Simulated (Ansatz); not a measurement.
BiF$_{3}$ (SMILES [F][Bi]([F])[F]), singlet, at a GFN2-xTB geometry (such geometries of metal compounds can be far from the true shape) (core potentials on Bi). Base run: PBE/def2-SVP (Ansatz, an electronic-structure program).

Ansatz was given this input:
Ansatz 0.2 input:
```yaml
crystal:
  periodic: [false, false, false]
  atoms:
    - {symbol: Bi, position_ang: [0.00283361, -0.00403046, 0.27310711]}
    - {symbol: F, position_ang: [-1.35263607, -1.00980650, -0.84069305]}
    - {symbol: F, position_ang: [-0.22186672, 1.68716206, -0.81262393]}
    - {symbol: F, position_ang: [1.54837061, -0.64018572, -0.86533751]}
basis:
  gaussian:
    orbitals: def2-SVP
hamiltonian:
  xc: pbe
```

The bond that is stretched is that between atoms 4 and 1. A test that says stable can miss a lower solution.

The base run was repeated with changes; each row names its change, and settings that it needs were set with it.

```json
[
 {"change": "base", "ΔE vs base (eV)": "0.00", "<S^2>": "0.000", "stability test says": "minimum (restricted orbitals)"},
 {"change": "spin_polarized = on; lower_state_search = off", "ΔE vs base (eV)": "0.00", "<S^2>": "0.000", "stability test says": "undecided (no full test)"},
 {"change": "spin_polarized = on; lower_state_search = standard", "ΔE vs base (eV)": "0.00", "<S^2>": "0.000", "stability test says": "minimum"},
 {"change": "bond × 1.25", "ΔE vs base (eV)": "1.21", "<S^2>": "0.000", "stability test says": "minimum (restricted orbitals)"},
 {"change": "spin_polarized = on; lower_state_search = off; bond × 1.25", "ΔE vs base (eV)": "1.21", "<S^2>": "0.000", "stability test says": "undecided (no full test)"},
 {"change": "spin_polarized = on; lower_state_search = standard; bond × 1.25", "ΔE vs base (eV)": "1.21", "<S^2>": "0.000", "stability test says": "minimum"},
 {"change": "bond × 1.5", "ΔE vs base (eV)": "2.71", "<S^2>": "0.000", "stability test says": "minimum (restricted orbitals)"},
 {"change": "spin_polarized = on; lower_state_search = off; bond × 1.5", "ΔE vs base (eV)": "2.71", "<S^2>": "0.000", "stability test says": "undecided (no full test)"},
 {"change": "spin_polarized = on; lower_state_search = standard; bond × 1.5", "ΔE vs base (eV)": "2.71", "<S^2>": "0.000", "stability test says": "minimum"},
 {"change": "bond × 1.8", "ΔE vs base (eV)": "3.84", "<S^2>": "0.000", "stability test says": "minimum (restricted orbitals)"},
 {"change": "spin_polarized = on; lower_state_search = off; bond × 1.8", "ΔE vs base (eV)": "3.84", "<S^2>": "0.000", "stability test says": "undecided (no full test)"},
 {"change": "spin_polarized = on; lower_state_search = standard; bond × 1.8", "ΔE vs base (eV)": "3.68", "<S^2>": "0.480", "stability test says": "minimum"},
 {"change": "bond × 2.2", "ΔE vs base (eV)": "4.54", "<S^2>": "0.000", "stability test says": "minimum (restricted orbitals)"},
 {"change": "spin_polarized = on; lower_state_search = off; bond × 2.2", "ΔE vs base (eV)": "4.54", "<S^2>": "0.000", "stability test says": "undecided (no full test)"},
 {"change": "spin_polarized = on; lower_state_search = standard; bond × 2.2", "ΔE vs base (eV)": "4.13", "<S^2>": "0.677", "stability test says": "minimum"},
 {"change": "bond × 3.0", "ΔE vs base (eV)": "4.92", "<S^2>": "0.000", "stability test says": "minimum (restricted orbitals)"},
 {"change": "spin_polarized = on; lower_state_search = off; bond × 3.0", "ΔE vs base (eV)": "4.34", "<S^2>": "0.760", "stability test says": "undecided (no full test)"},
 {"change": "spin_polarized = on; lower_state_search = standard; bond × 3.0", "ΔE vs base (eV)": "4.34", "<S^2>": "0.760", "stability test says": "minimum"}
]
```

Where a bond breaks into two radicals, a solution with restricted orbitals usually stops being the lowest and lies too high; an unrestricted one lies lower at the price of spin contamination, which <S^2> shows.
